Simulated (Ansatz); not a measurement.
Ga3As4 was relaxed with PBE-D4 (def2-SVP) in Ansatz in these states: neutral doublet, neutral quartet. The geometries follow in no particular order.

A:

```xyz
7

Ga    1.758    1.047    1.290
Ga    0.556   -1.622    0.626
Ga   -0.503    1.653   -0.583
As    1.599    0.062   -1.234
As   -0.533   -0.874   -1.893
As   -0.829    0.398    1.799
As   -2.047   -0.665   -0.005
```

B:

```xyz
7

Ga    1.054   -1.750    0.407
Ga    0.887   -0.007   -1.768
Ga   -0.910    0.146    1.616
As    1.681    0.567    1.252
As    0.319    2.044   -0.124
As   -1.394   -1.641   -0.282
As   -1.636    0.640   -1.100
```

Task: Judge from the bond lengths which geometry belongs to which state (an estimate).

Result: A is the neutral doublet (Ga2–As6 2.715 Å, Ga2–As4 2.717 Å, Ga1–As6 2.715 Å); B is the neutral quartet (Ga2–As6 3.175 Å, Ga2–As4 3.175 Å, Ga1–As6 2.545 Å).

At PBE0-D4/def2-SVP a doublet lies 0.65 eV below the neutral quartet. These are the stationary points nearest to one start from a short search; other shapes may lie lower in each state.
